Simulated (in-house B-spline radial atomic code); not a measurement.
The chromium ion Cr²⁺ is squeezed into an impenetrable sphere of radius R (the orbitals vanish at R). No spin polarisation. Caution: exact exchange at fractional occupations of open shells leaves self-interaction of up to several eV. All numbers are computed (non-relativistic B3LYP, spherical fractional occupations; point nucleus) with a radial B-spline atomic code at the basis-set limit, not measured.

Energies in eV above the free ion in [Ar] 3d4:

```json
{"R (bohr)": "7.96", "highest level (eV)": "-23", "[Ar] 3d4": "0.0001611", "[Ne] 3s2 3p5 3d5": "46.18", "-dE/dV in [Ar] 3d4 (GPa)": "0.000489"}
{"R (bohr)": "6.02", "highest level (eV)": "-23", "[Ar] 3d4": "0.01097", "[Ne] 3s2 3p5 3d5": "46.19", "-dE/dV in [Ar] 3d4 (GPa)": "0.0551"}
{"R (bohr)": "4.83", "highest level (eV)": "-22.8", "[Ar] 3d4": "0.1291", "[Ne] 3s2 3p5 3d5": "46.31", "-dE/dV in [Ar] 3d4 (GPa)": "0.967"}
{"R (bohr)": "4.35", "highest level (eV)": "-22.5", "[Ar] 3d4": "0.3398", "[Ne] 3s2 3p5 3d5": "46.53", "-dE/dV in [Ar] 3d4 (GPa)": "3.09"}
{"R (bohr)": "3.49", "highest level (eV)": "-21", "[Ar] 3d4": "1.909", "[Ne] 3s2 3p5 3d5": "48.24", "-dE/dV in [Ar] 3d4 (GPa)": "27.5"}
{"R (bohr)": "3.09", "highest level (eV)": "-19.3", "[Ar] 3d4": "4.39", "[Ne] 3s2 3p5 3d5": "51.01", "-dE/dV in [Ar] 3d4 (GPa)": "84.7"}
{"R (bohr)": "2.61", "highest level (eV)": "-14.8", "[Ar] 3d4": "12.94", "[Ne] 3s2 3p5 3d5": "60.43", "-dE/dV in [Ar] 3d4 (GPa)": "390"}
{"R (bohr)": "2.22", "highest level (eV)": "-6.76", "[Ar] 3d4": "34.71", "[Ne] 3s2 3p5 3d5": "83.79", "-dE/dV in [Ar] 3d4 (GPa)": "1630"}
{"R (bohr)": "1.88", "highest level (eV)": "8.24", "[Ar] 3d4": "90.68", "[Ne] 3s2 3p5 3d5": "142.1", "-dE/dV in [Ar] 3d4 (GPa)": "6590"}
{"R (bohr)": "1.46", "highest level (eV)": "53.2", "[Ar] 3d4": "339.1", "[Ne] 3s2 3p5 3d5": "393.2", "-dE/dV in [Ar] 3d4 (GPa)": "45600"}
```

**Question.** Does [Ne] 3s2 3p5 3d5 fall below [Ar] 3d4 under compression?

**Answer.** No, it stays above over the whole range.

The highest level is first positive in the row R = 1.88 bohr, pushed up by confinement above the zero of the free ion's potential. Each configuration is held fixed and needn't be the lowest in the sphere.
